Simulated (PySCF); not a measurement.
Computed IR spectrum (relative IR intensity) of a molecule C3H7NSi. Geometry: PBE0-D3(BJ)/def2-SVP. The values are those of a single conformer. Level of theory: PySCF with PBE0-D3(BJ)/def2-SVP. Frequencies are harmonic and unscaled.

ν (cm⁻¹): 183 (w), 331 (m), 401 (w), 568 (w), 612 (m), 639 (m), 677 (s), 763 (w), 783 (m), 898 (m), 920 (vs), 938 (w), 952 (m), 1213 (w), 1277 (m), 1480 (m), 1628 (m), 2078 (vw), 2212 (m), 2216 (s), 2246 (m), 3105 (vw), 3582 (w), 3689 (w) (against the strongest line: vs over 80 %, s over 45 %, m over 15 %, w over 4 %, vw less)

Problem. Which structure fits?
A. NC=C=C[SiH3]
B. CN1C=C[SiH2]1
C. C#C[SiH2]NC
D. C#C[C@H](N)[SiH3]

Solution. A, NC=C=C[SiH3]
